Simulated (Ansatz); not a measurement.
Basis-set extrapolation for CH5B2ClO2, SMILES `BC(O)OBCl` (PBE0-D4/def2-TZVP geometry, frozen core, the Gaussian-basis code of Ansatz). Multiplicity 1, RHF reference.

|  | def2-TZVPP | def2-QZVPP |
| --- | --- | --- |
| HF | -699.527970 | -699.551754 |
| MP2 correlation | -1.035558 | -1.116692 |
| CCSD(T) correlation | -1.122867 | not run |

Energies in hartree. Use E(X) = E(∞) + A·exp(−7.88·√X) for Hartree–Fock and E(X) = E(∞) + B·X^(−2.97) for correlation, with X = 3 and 4, and add CCSD(T) minus MP2 of the smaller set to the MP2 limit.

Task: What is the CCSD(T) energy at the basis-set limit?

Result: HF limit: -699.551754 + (-0.023784) × 0.13774 = -699.55503. MP2 limit: -1.116692 + (-0.081134) × 0.74074 = -1.17679. Higher-order term: -1.122867 − (-1.035558) = -0.08731. Total: -700.81913 hartree, 105.6 kcal/mol below CCSD(T)/def2-TZVPP.
